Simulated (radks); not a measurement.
The numbers below are computed, except where a source is named.
Q: The zinc ion Zn2+ is in [Ar] 3d10. Code: a radial shooting solver on a logarithmic mesh with Libxc functionals. Model: Dirac Kohn-Sham, relativistic LDA (MacDonald-Vosko exchange, VWN5 correlation), spin-unpolarised, spherical densities, finite nucleus; Fermi nuclear charge, rms radius of each element as measured or else 0.836 A^(1/3) + 0.57 fm. Sub-shells are occupied by j as written (lower j first in brackets). One electron is removed from 3p3/2, 3p1/2, 3d3/2, 3d5/2 in turn, with full relaxation. Which removal costs least, and what does each cost?

A: 3d5/2 40.757 eV; 3d3/2 41.154 eV; 3p3/2 113.78 eV; 3p1/2 116.90 eV. The 3d5/2 electron leaves first.
